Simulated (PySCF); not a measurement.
Input for PySCF:
```python
from pyscf import gto, scf, dft
from pyscf.prop import polarizability

mol = gto.Mole()
mol.atom = '''
    Si    0.13646255   -0.19920830    0.28491332
    C     1.34040274    0.70438131   -0.85933678
    O    -0.77538189   -1.31273429   -0.45175775
    F    -0.86736644    0.93034814    0.86423853
    H     0.69967693   -0.90219834    1.41522491
    H     2.00218829    0.01012581   -1.36839396
    H     1.96162429    1.40069433   -0.30453314
    H     0.81511623    1.27730932   -1.62100285
    H    -1.42214489   -1.09456160   -1.11814543
'''
mol.basis = '6-31g*'
mol.verbose = 4
mol.build()

mf = dft.RKS(mol)
mf.xc = 'pbe0'
mf.kernel()
alpha = mf.Polarizability().polarizability()[2, 2]
print('alpha_zz =', alpha)
```

Problem. What does this run give for the nuclear repulsion energy, Mulliken (on the basis functions themselves) charges in atom order, polarisability along z, dipole moment, HOMO-LUMO gap?

Solution. 
| Item | Value |
|---|---|
| nuclear repulsion energy | 182.7179 Eh |
| Mulliken (on the basis functions themselves) charges in atom order | Si1 0.98, C2 -0.81, O3 -0.72, F4 -0.42, H5 -0.10, H6 0.20, H7 0.21, H8 0.21, H9 0.45 |
| polarisability along z | 32.6 bohr³ |
| dipole moment | 1.95 D |
| HOMO-LUMO gap | 10.18 eV |
